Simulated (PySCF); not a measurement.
From one molecule to another.

First species: C6H9NO2Si.
SMILES with atom numbers: `[CH3:1][C:2](=[O:3])[O:4][SiH2:5][n:6]1[cH:7][cH:8][cH:9][cH:10]1` (hydrogens: H11, H12, H13 on C1; H14, H15 on Si5; H16 on C7; H17 on C8; H18 on C9; H19 on C10)

Cartesian coordinates in Å at the PBE0-D3(BJ)/def2-SVP level; atoms count from 1:
```xyz
19
C6H9NO2Si angstrom
C      2.6981    0.2618    0.0242
C      1.7512   -0.8813   -0.1496
O      2.0549   -2.0447   -0.2483
O      0.4651   -0.5035   -0.1949
Si    -0.6505   -1.7809   -0.4205
N     -2.1738   -0.8936   -0.4303
C     -2.3519    0.4730   -0.3314
C     -3.6964    0.7489   -0.3918
C     -4.3772   -0.4946   -0.5327
C     -3.4189   -1.4787   -0.5532
H      2.4435    0.8169    0.9387
H      2.5872    0.9599   -0.8186
H      3.7271   -0.1094    0.0760
H     -0.4382   -2.4484   -1.7269
H     -0.6297   -2.7296    0.7179
H     -1.4946    1.1329   -0.2248
H     -4.1459    1.7388   -0.3387
H     -5.4518   -0.6496   -0.6096
H     -3.5273   -2.5589   -0.6457
```

Second species: C₇H₁₃N.
SMILES: `C=CCN(C)C1CC1`

Levels: PBE0/def2-SVPD for dipole moment, HOMO energy, LUMO energy, HOMO–LUMO gap, static isotropic polarisability and electronic spatial extent ⟨r²⟩ about the centre of nuclear charge; TDDFT PBE0/def2-SVPD for lowest singlet excitation; TDA PBE0/def2-SVPD for lowest triplet excitation (Tamm–Dancoff); ΔSCF PBE0/def2-SVPD for vertical ionisation energy; PBE0-D3(BJ)/def2-SVP for rotational constant A and rotational constant C. Geometries: PBE0-D3(BJ)/def2-SVP. Each species is one conformer at its optimised geometry, gas phase, non-relativistic unless stated; the electronic structure was computed with PySCF and density fitting.

The conformers computed, where there is a choice (atom-mapped SMILES and torsion angles):
- `[CH3:1][C:2](=[O:3])[O:4][SiH2:5][n:6]1[cH:7][cH:8][cH:9][cH:10]1`: C1–C2–O4–Si5 179°, C2–O4–Si5–N6 180°, O4–Si5–N6–C7 2°
- `[CH2:1]=[CH:2][CH2:3][N:4]([CH3:5])[CH:6]1[CH2:7][CH2:8]1`: C1–C2–C3–N4 -128°, C2–C3–N4–C5 -166°, C3–N4–C6–C7 -156°

| property | column X | column Y |
| --- | --- | --- |
| dipole moment | 0.53 D | 1.65 D |
| HOMO energy | -6.34 eV | -6.28 eV |
| LUMO energy | 0.23 eV | -0.40 eV |
| HOMO–LUMO gap | 6.57 eV | 5.88 eV |
| lowest singlet excitation | 5.39 eV | 5.16 eV |
| lowest triplet excitation (Tamm–Dancoff) | 4.32 eV | 4.10 eV |
| static isotropic polarisability | 93.2 au | 106.7 au |
| vertical ionisation energy | 8.16 eV | 8.19 eV |
| electronic spatial extent ⟨r²⟩ about the centre of nuclear charge | 1133 bohr² | 2162 bohr² |
| rotational constant A | 2.824 GHz | 3.449 GHz |
| rotational constant C | 1.116 GHz | 0.501 GHz |

(1) Which column belongs to which species?

(2) How does each property change from the first species to the second?

Answers

(1) Column X is the second species and column Y the first. The first has 19 atoms and 82 electrons, the second 21 and 62.

(2) dipole moment -1.12 D; HOMO energy -0.06 eV; LUMO energy +0.63 eV; HOMO–LUMO gap +0.69 eV; lowest singlet excitation +0.23 eV; lowest triplet excitation (Tamm–Dancoff) +0.22 eV; static isotropic polarisability -13.5 au; vertical ionisation energy -0.03 eV; electronic spatial extent ⟨r²⟩ about the centre of nuclear charge -1029 bohr²; rotational constant A -0.625 GHz; rotational constant C +0.615 GHz.

On the first: The ΔSCF ionisation energy exceeds −ε(HOMO) by 1.91 eV with PBE0. No computed singlet falls in the visible range (750 to 380 nm, 1.65 to 3.26 eV); S1 lies 1.90 eV above its blue end.

On the second: The principal polarisabilities are 79.9, 91.5 and 108.2 au; their mean is the isotropic value. The vertical singlet–triplet gap S1 − T1 is 1.07 eV (TDDFT singlet less Tamm–Dancoff triplet; S1: HOMO→LUMO, weight 1.00; T1: HOMO−1→LUMO, weight 0.91).
